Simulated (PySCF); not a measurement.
## First hyperpolarisability: `CN[C@H](C)C(C)C`, C6H15N

Cartesian coordinates in Å; atom numbers follow the order of the lines, from 1:
```xyz
22

C    -2.3482   -1.2789    0.2500
N    -1.1073   -0.9365   -0.3952
C    -0.3456    0.1481    0.2021
C    -1.0020    1.5160    0.0076
C     1.1018    0.0971   -0.3211
C     1.9598    1.2461    0.1979
C     1.7483   -1.2455   -0.0008
H    -2.8274   -2.1130   -0.2851
H    -2.1484   -1.6266    1.2770
H    -3.0958   -0.4594    0.3235
H    -1.2539   -0.7483   -1.3849
H    -0.3057   -0.0627    1.2888
H    -0.9542    1.8213   -1.0518
H    -0.5214    2.3030    0.6064
H    -2.0620    1.4865    0.3019
H     1.0392    0.1931   -1.4237
H     1.6059    2.2291   -0.1449
H     1.9735    1.2582    1.3012
H     3.0010    1.1349   -0.1417
H     1.1034   -2.0702   -0.3315
H     1.9015   -1.3501    1.0868
H     2.7324   -1.3400   -0.4856
```

Method used: PySCF 2.14.0, quadratic response CAM-B3LYP/aug-cc-pVDZ first hyperpolarisability, Taylor convention, gas phase. Geometry: PBE0-D3(BJ)/def2-SVP.

(1) Give β for the processes computed.

(2) Which lowest excitations, dipole and polarisabilities go with it?

## Answers

(1) In au, Taylor convention; the vector part is βᵢ = ⅓ Σⱼ (βᵢⱼⱼ + βⱼᵢⱼ + βⱼⱼᵢ); β∥ is 3/5 of the vector part along the dipole, the dipole points from − to +:
| process | λ (nm) | β vector norm | β∥ | β HRS | depolarisation ratio |
| --- | --- | --- | --- | --- | --- |
| static β(0;0,0) | ∞ | 95.3 | -37.6 | 38.2 | 5.64 |
| second harmonic β(−2ω;ω,ω) | 1907 | 100.0 | -39.9 | 40.0 | 5.63 |
| Pockels β(−ω;ω,0) | 1907 | 96.8 | -38.4 | – | – |
| second harmonic β(−2ω;ω,ω) | 1064 | 111.7 | -45.8 | 44.7 | 5.61 |
| Pockels β(−ω;ω,0) | 1064 | 100.3 | -40.1 | – | – |

(2) S1 5.38 eV (f = 0.002); S2 5.84 eV (f = 0.006); S3 6.21 eV (f = 0.010); dipole 0.94 D; isotropic α 86.1 au static, 86.3 au at 1907 nm, 86.7 au at 1064 nm, 86.9 au at 953.5 nm, 88.6 au at 532 nm.
